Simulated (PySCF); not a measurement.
## Worked example: chemical shift, span and skew from a shielding tensor

C5H7F, SMILES C[C@H]1C=C(F)C1. Atoms are numbered in the order given.

```xyz
13

C     -2.2262     0.1384     0.1985
C     -0.8273    -0.1409     0.7235
C      0.0538    -1.0717    -0.1066
C      0.9427    -0.0892    -0.3098
F      2.0998    -0.0221    -0.9576
C      0.2441     0.9830     0.4633
H     -2.7198     0.9359     0.7778
H     -2.8584    -0.7620     0.2616
H     -2.1911     0.4502    -0.8585
H     -0.8647    -0.4209     1.7930
H     -0.0291    -2.1191    -0.4030
H      0.7692     1.3565     1.3589
H     -0.1268     1.8402    -0.1244
```
Charge 0, spin multiplicity 1.

Geometry: r2SCAN-D4/def2-SVP.

GIAO shieldings from PBE/pcSseg-1 (PySCF), non-relativistic, no solvent. The symmetric part of the tensor of F5 has the principal values 104.2, 254.6, 319.4 ppm. The same nucleus in CFCl3 has σ = 133.6 ppm at this level (PySCF, at its B3LYP-D3(BJ)/def2-TZVP geometry).

Q: Work out the isotropic shielding, the ¹⁹F shift against CFCl3, the span and the skew.

A: 
σ(iso) = (σ11 + σ22 + σ33)/3 = 226.1 ppm. δ = σ(ref) − σ(iso) = 133.6 − (226.1) = -92.5 ppm.
Span Ω = σ33 − σ11 = 215.2 ppm. Skew κ = 3(σ(iso) − σ22)/Ω = -0.40. Tumbling in solution averages the tensor to δ; in a static solid the shielding alone would spread this spin-1/2 line over Ω.
